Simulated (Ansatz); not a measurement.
Ansatz (a program for electronic structure) input:

Ansatz 0.2 input:
```yaml
crystal:
  periodic: [false, false, false]
  atoms:
    - {symbol: C, position_ang: [-0.95638991, 0.82574288, -0.19958455]}
    - {symbol: C, position_ang: [0.32370432, 1.18231593, -0.15172382]}
    - {symbol: C, position_ang: [1.24855542, 0.04030646, 0.09280502]}
    - {symbol: C, position_ang: [0.26354695, -1.10463437, 0.18656537]}
    - {symbol: C, position_ang: [-0.98519863, -0.63736737, 0.01760717]}
    - {symbol: H, position_ang: [-1.82250677, 1.44905745, -0.36165688]}
    - {symbol: H, position_ang: [1.82908212, 0.16349392, 1.01248088]}
    - {symbol: H, position_ang: [1.96640552, -0.09668603, -0.72200438]}
    - {symbol: H, position_ang: [0.55483327, -2.12930551, 0.36333211]}
    - {symbol: H, position_ang: [-1.89312310, -1.22474110, 0.03383308]}
basis:
  gaussian:
    orbitals: 6-31G
magnetization: {spin_polarized: true, initial_magnetization: 1}
correlation: {method: ccsd_t, electrons: outside_noble_gas}
```

Question: What final total energy does it print?

Answer: -192.53941 Eh (CCSD(T)/6-31G). The basis has 55 functions.

It need not be the lowest isomer of its formula.

The determinant is spin-contaminated: <S^2> is 1.35 against 0.75 for a pure state.
